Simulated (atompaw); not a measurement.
# PBE PAW (atompaw) dataset for W (Z = 74), scalar-relativistic all-electron reference.

W, PAW, made with atompaw 4.2.0.5 (PBE, scalar-relativistic). Core [Kr] 4d10 4f14, reference 5s2 5p6 5d4 6s0 6p0 (charge +2). Waves: 5s (bound): rc 1.30 bohr; 6s (bound, empty): rc 2.40 bohr; 5p (bound): rc 1.90 bohr; 6p (bound, empty): rc 2.40 bohr; 5d (bound): rc 2.20 bohr; 5d channel at -0.05 Ry: rc 2.40 bohr. Local part: ultrasoft scheme with l = 3 at 0 Ry, radius 1.60 bohr. Core correction: smooth core density matched at 1.25 bohr. Augmentation charge: besselshape compensation charge, radius 2.30 bohr; PAW radius 2.40 bohr; waves and projectors: custom rrkj vanderbiltortho.

All-electron outer shells of the reference configuration (PBE, scalar-relativistic, ld1.x):

```
shell  level (eV)  outermost node (bohr)  outermost maximum (bohr)
   5s      -95.15                   0.53                      0.96
   5p      -59.30                   0.57                      1.09
   4f      -49.29                      –                      0.43
   5d      -19.88                   0.63                      1.47
   6s      -19.28                   1.27                      2.48
   6p      -12.99                   1.51                      3.11
```

(1) Estimate the cutoffs (Ry, on a coarse ladder) from which the occupation-weighted sum of valence levels, in a spherical-Bessel basis at the reference potential, stays within 10 and 1 mRy of its value at 400 Ry.

(2) Does the potential have ghost states?

(3) Is the overlap operator S = 1 + Σ q|β⟩⟨β| positive definite (Bessel basis up to 400 Ry)?

## Answers

(1) 30 Ry and 50 Ry.

(2) No extra level below or beside the all-electron valence levels (s, p, d, f tested).

(3) Yes: its lowest eigenvalue is 0.33 (d channel).
